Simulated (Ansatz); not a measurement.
Born–Oppenheimer molecular dynamics of CH₅BOS (9 atoms, charge 0, multiplicity 1). It starts from a relaxed structure.

These are results of Ansatz 0.2.0, RKS B3LYP-D4/6-31G*, not measurements.

- ensemble: NVE (Milne-controlled integrator)
- time step: 1 fs
- steps asked: 150
- starting velocities drawn for: 50 K
- seed: 672084

First frame:

```xyz
9
Properties=species:S:1:pos:R:3
C 0.230 0.861 -0.679
B 0.097 -0.477 0.137
O 0.886 -1.535 -0.196
S -1.094 -0.682 1.534
H -0.711 1.107 -1.188
H 0.461 1.710 -0.024
H 1.017 0.787 -1.436
H 0.745 -2.325 0.347
H -1.631 0.554 1.506
```

**Question.** How far do the bonds stretch over the last three quarters of this one trajectory? (Pairs bonded in most of those frames.)

**Answer.** 
```json
{"bond": "C1–B2", "mean (Å)": "1.573", "spread (Å)": "0.010", "shortest": "1.55", "longest": "1.60"}
{"bond": "C1–H5", "mean (Å)": "1.099", "spread (Å)": "0.007", "shortest": "1.09", "longest": "1.11"}
{"bond": "C1–H6", "mean (Å)": "1.097", "spread (Å)": "0.007", "shortest": "1.08", "longest": "1.11"}
{"bond": "C1–H7", "mean (Å)": "1.096", "spread (Å)": "0.010", "shortest": "1.08", "longest": "1.11"}
{"bond": "B2–O3", "mean (Å)": "1.362", "spread (Å)": "0.007", "shortest": "1.35", "longest": "1.37"}
{"bond": "B2–S4", "mean (Å)": "1.848", "spread (Å)": "0.015", "shortest": "1.82", "longest": "1.87"}
{"bond": "O3–H8", "mean (Å)": "0.969", "spread (Å)": "0.007", "shortest": "0.96", "longest": "0.98"}
{"bond": "S4–H9", "mean (Å)": "1.349", "spread (Å)": "0.016", "shortest": "1.33", "longest": "1.37"}
```

Mean temperature of the second half: 24 K. The conserved energy stayed within 0.053 meV per atom of its start (net change -0.00078 meV per atom), so the integration is sound. The temperature averaged 0.48 of the 50 K drawn at the start: a run that starts near a minimum puts about half its kinetic energy into the potential. A run of 0.15 ps of so small a system gives no equilibrium averages.

Run time: 7 min on 1 thread of Arm Neoverse V1, on a shared host, peak memory 0.14 GiB.
